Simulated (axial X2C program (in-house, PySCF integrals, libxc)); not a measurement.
# Low determinants of InC at the PBE0 level, 2c

Computed with an in-house relativistic program for diatomic molecules. Two-component (2c) means X2C with spin–orbit coupling and atomic mean-field two-electron Coulomb and Gaunt terms. Basis: In dyall-cv3z [11s12p9d4f1g], C dyall-v3z [7s6p2d1f] (cores contracted in-house); Gaussian nuclei, density fitting, unrestricted open shells. Masses: In 114.904 u, C 12.000 u.

Search at 2.209 Å (vertical energies from the lowest determinant):

```tsv
ΔE (eV)	state	electrons beyond evenly filled partner blocks	electrons in ±ω = 1/2, 3/2, 5/2, 7/2
0.00	Ω = 3/2	ω = 3/2	36 15 4 0
0.55	Ω = 1/2	2 × ω = -1/2, ω = 3/2	36 15 4 0
1.28	Ω = 1/2	ω = 1/2	37 14 4 0
1.32	Ω = 5/2	2 × ω = 1/2, ω = 3/2	36 15 4 0
1.37	Ω = 1/2	ω = 1/2	35 16 4 0
3.08	Ω = 5/2	ω = -1/2, 2 × ω = 3/2	35 16 4 0
3.65	Ω = 7/2	ω = 1/2, 2 × ω = 3/2	35 16 4 0
```

Lowest determinant, Ω = 3/2 (⟨Sz⟩ = 1.50, ⟨Lz⟩ = 0.00 at PBE0): Re = 2.200 Å, ωe = 475.2 cm⁻¹.

The determinant in row 2 of the search, Ω = 1/2 (⟨Sz⟩ = 0.50, ⟨Lz⟩ = 0.00 at PBE0), was followed along the bond at PBE0; measured from the minimum of the lowest determinant it gives:

Te = 0.553 eV (4462 cm⁻¹), Re = 2.189 Å, ωe = 477.6 cm⁻¹.

**Question.** Compare the bond of the determinant in row 2 with that of the lowest one.

**Answer.** At PBE0 its Re is 0.011 Å shorter and its force constant, which goes as ωe², is 1.01 times that of the lowest determinant. This determinant mixes spin states, so it has no term energy of its own.

The search compares states at one distance, so a state with another bond length can lie lower; it is not exhaustive and yields mostly the lowest determinant of each block pattern, so other components and higher states of one pattern are missing. These are energies of single determinants, not of spin-adapted states; PBE0 term energies can be off by some tenths of an eV, and the functional has no current term.
